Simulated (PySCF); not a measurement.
2 SiCl₂ → SiCl + SiCl₃

Level: PBE0 in the def2-TZVP basis family, all electrons, no relativity, computed in PySCF with density fitting; open shells unrestricted.

| species | state and structure | ZPE (kJ/mol) | H(298 K) − H(0) (kJ/mol) | S° (J/(mol K)) |
| --- | --- | --- | --- | --- |
| SiCl₂ | singlet, C2v, Si–Cl 2.078 Å (×2); Cl–Si–Cl 101.4° | 7.4 | 12.5 | 281.6 |
| SiCl | doublet, C∞v, Si–Cl 2.067 Å | 3.2 | 9.2 | 232.8 |
| SiCl₃ | doublet, C3v, Si–Cl 2.043 Å (×3); Cl–Si–Cl 109.5° (×3) | 13.3 | 16.0 | 319.5 |

(1) Is the gas-phase reaction uphill or downhill in electronic energy at this level, and by how much?

(2) Add zero-point, thermal and entropy terms for 298.15 K and 1 bar.

Answers

(1) At PBE0/def2-TZVP, ΔE = 135.1 kJ/mol, uphill. The bond broken in SiCl₂ is stronger than the one that a second molecule gains.

(2) ΔZPE = 1.7 and Δ[H(298) − H(0)] = 0.2 kJ/mol give ΔH° = 137.0 kJ/mol. ΔS° = -10.9 J/(mol K), so ΔG° = 137.0 − 298.15 × (-0.0109) = 140 kJ/mol and log₁₀K = -24.6.

The entropy of SiCl lacks the orbital degeneracy of a ²Π state, up to R ln 2. Only the bonding shown was studied: isomers, or loss of a ligand pair, can lie lower.
